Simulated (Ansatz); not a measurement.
Cu(PH3)Cl (CuPH₃Cl). Charge 0, multiplicity 1. Geometry PBE-D4/def2-TZVP.

```xyz
6

Cu    0.608   -0.797    1.020
P    -0.303    0.396   -0.507
H    -1.105    1.511   -0.141
H    -1.214   -0.206   -1.418
H     0.517    1.054   -1.464
Cl    1.498   -1.958    2.510
```

(1) Estimate the orbital energies around the gap (eV) in Ansatz with HF/STO-3G, LDA (SPW92)/def2-TZVP, PBE-D4/def2-SVP, r2SCAN-D4/def2-TZVP, r2SCAN0-D4/def2-TZVP.

Answers

(1) 
```tsv
orbital	HF/STO-3G	LDA (SPW92)/def2-TZVP	PBE-D4/def2-SVP	r2SCAN-D4/def2-TZVP	r2SCAN0-D4/def2-TZVP
HOMO−13	-92.33	-72.60	-72.27	-75.13	-79.30
HOMO−12	-25.21	-18.34	-17.74	-19.11	-21.09
HOMO−11	-24.38	-17.71	-17.50	-18.33	-20.25
HOMO−10	-14.73	-11.12	-10.96	-11.50	-12.86
HOMO−9	-14.73	-11.12	-10.96	-11.50	-12.86
HOMO−8	-13.99	-10.23	-9.80	-10.40	-11.74
HOMO−7	-11.01	-7.91	-7.29	-8.00	-9.35
HOMO−6	-9.99	-7.64	-6.85	-7.61	-9.35
HOMO−5	-9.99	-7.64	-6.85	-7.61	-9.17
HOMO−4	-8.69	-6.82	-5.89	-6.74	-8.82
HOMO−3	-8.69	-6.82	-5.89	-6.74	-8.82
HOMO−2	-6.82	-6.44	-5.74	-6.30	-7.69
HOMO−1	-6.82	-6.00	-5.28	-6.05	-7.28
HOMO	-3.04	-6.00	-5.28	-6.05	-7.28
LUMO	3.92	-1.95	-1.28	-1.59	-0.83
LUMO+1	3.92	-1.95	-1.28	-1.59	-0.83
LUMO+2	11.47	-1.42	-0.98	-0.74	-0.11
LUMO+3	11.47	0.06	0.95	0.76	1.56
LUMO+4	12.50	1.47	1.97	2.19	2.73
LUMO+5	16.50	1.51	2.49	2.19	3.08
```
